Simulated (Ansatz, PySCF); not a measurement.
B(H)2(OEt) (C2H7BO), SMILES O(CC)B.

Geometry: TPSSh-D3(BJ)/def2-SVP. The structure was generated by enumeration, and PubChem lists no compound with its InChIKey, so it may never have been made. One conformer was computed; it need not be the lowest.

Vertical ionisation energy (IE) and electron affinity (EA) in eV. Rows of orbital energies are one-electron estimates. Where ΔSCF, EOM or ADC give a negative EA the extra electron is unbound and the value depends on the basis.

| level | IE | EA |
|---|---|---|
| −ε(HOMO), −ε(LUMO), B3LYP/def2-TZVP (PySCF) | 8.31 | 0.59 |
| −ε(HOMO), −ε(LUMO), PBE/def2-TZVP (PySCF) | ? | ? |
| ΔSCF, PBE0/def2-SVPD (Ansatz), final states of multiplicity 2 and 2 | 10.91 | -1.41 |
| ΔSCF, PBE/def2-SVPD (Ansatz), final states of multiplicity 2 and 2 | 10.48 | -1.22 |

**Question.** Complete the blanks. (The exact figures need the calculation; the answer reports its results.)

**Answer.** 
- −ε(HOMO), −ε(LUMO), PBE/def2-TZVP (PySCF), IE: 7.03
- −ε(HOMO), −ε(LUMO), PBE/def2-TZVP (PySCF), EA: 1.33

**Question.** What vertical singlet–triplet gap does ΔSCF give with PBE0/def2-SVPD (Ansatz, an electronic-structure program) and with PBE/def2-SVPD (Ansatz)? (An estimate is asked for; the answer gives what the named calculation found.)

**Answer.** 5.68 and 5.36 eV (triplet above singlet where positive).
